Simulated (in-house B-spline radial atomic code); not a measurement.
Relativistic effects in Xe9+, [Kr] 4d9: non-relativistic Hartree-Fock (point nucleus) against Dirac-Hartree-Fock (Fermi nucleus of rms radius 4.7859 fm), both averages of the configuration, computed with an all-electron radial atomic-structure program (B-spline basis).

```json
{"orbital": "1s1/2", "ε NR (Eh)": "-1229.6", "ε Dirac (Eh)": "-1282.6", "<r> NR (bohr)": "0.02814", "<r> Dirac (bohr)": "0.02665", "change of <r> (%)": "-5.3"}
{"orbital": "2s1/2", "ε NR (Eh)": "-194.52", "ε Dirac (Eh)": "-207.71", "<r> NR (bohr)": "0.1209", "<r> Dirac (bohr)": "0.114", "change of <r> (%)": "-5.7"}
{"orbital": "2p1/2", "ε NR (Eh)": "-182.98", "ε Dirac (Eh)": "-194.93", "<r> NR (bohr)": "0.1031", "<r> Dirac (bohr)": "0.0963", "change of <r> (%)": "-6.6"}
{"orbital": "2p3/2", "ε NR (Eh)": "-182.98", "ε Dirac (Eh)": "-182.96", "<r> NR (bohr)": "0.1031", "<r> Dirac (bohr)": "0.102", "change of <r> (%)": "-1.0"}
{"orbital": "3s1/2", "ε NR (Eh)": "-45.277", "ε Dirac (Eh)": "?", "<r> NR (bohr)": "0.3185", "<r> Dirac (bohr)": "?", "change of <r> (%)": "?"}
{"orbital": "3p1/2", "ε NR (Eh)": "-40.329", "ε Dirac (Eh)": "-42.829", "<r> NR (bohr)": "0.3092", "<r> Dirac (bohr)": "0.295", "change of <r> (%)": "-4.6"}
{"orbital": "3p3/2", "ε NR (Eh)": "-40.329", "ε Dirac (Eh)": "-40.491", "<r> NR (bohr)": "0.3092", "<r> Dirac (bohr)": "0.3063", "change of <r> (%)": "-0.9"}
{"orbital": "3d3/2", "ε NR (Eh)": "-31.241", "ε Dirac (Eh)": "-31.203", "<r> NR (bohr)": "0.2803", "<r> Dirac (bohr)": "0.2778", "change of <r> (%)": "-0.9"}
{"orbital": "3d5/2", "ε NR (Eh)": "-31.241", "ε Dirac (Eh)": "-30.716", "<r> NR (bohr)": "0.2803", "<r> Dirac (bohr)": "0.2814", "change of <r> (%)": "+0.4"}
{"orbital": "4s1/2", "ε NR (Eh)": "-12.723", "ε Dirac (Eh)": "-13.37", "<r> NR (bohr)": "0.7378", "<r> Dirac (bohr)": "0.711", "change of <r> (%)": "-3.6"}
{"orbital": "4p1/2", "ε NR (Eh)": "-10.854", "ε Dirac (Eh)": "-11.373", "<r> NR (bohr)": "0.7645", "<r> Dirac (bohr)": "0.7365", "change of <r> (%)": "-3.7"}
{"orbital": "4p3/2", "ε NR (Eh)": "-10.854", "ε Dirac (Eh)": "-10.889", "<r> NR (bohr)": "0.7645", "<r> Dirac (bohr)": "0.7601", "change of <r> (%)": "-0.6"}
{"orbital": "4d3/2", "ε NR (Eh)": "-7.6205", "ε Dirac (Eh)": "-7.6096", "<r> NR (bohr)": "0.8318", "<r> Dirac (bohr)": "0.8292", "change of <r> (%)": "-0.3"}
{"orbital": "4d5/2", "ε NR (Eh)": "-7.6205", "ε Dirac (Eh)": "?", "<r> NR (bohr)": "0.8318", "<r> Dirac (bohr)": "?", "change of <r> (%)": "?"}
```

What happens to 3s1/2?

Its energy goes to -48.174 hartree and <r> to 0.3044 bohr (-4.41 %).

What happens to 4d5/2?

Its energy goes to -7.5274 hartree and <r> to 0.838 bohr (+0.75 %).

What explains the pattern of contraction and expansion?

Expansion is seen in 3d5/2, 4d5/2. The s and p1/2 orbitals contract directly, screen the nucleus better, and so push out orbitals that have little density near the nucleus; spin-orbit coupling adds to this for j = l + 1/2 and opposes it for j = l - 1/2.

By how much does the total energy change?

By -214.52 hartree, from -7210.514 to -7425.032.
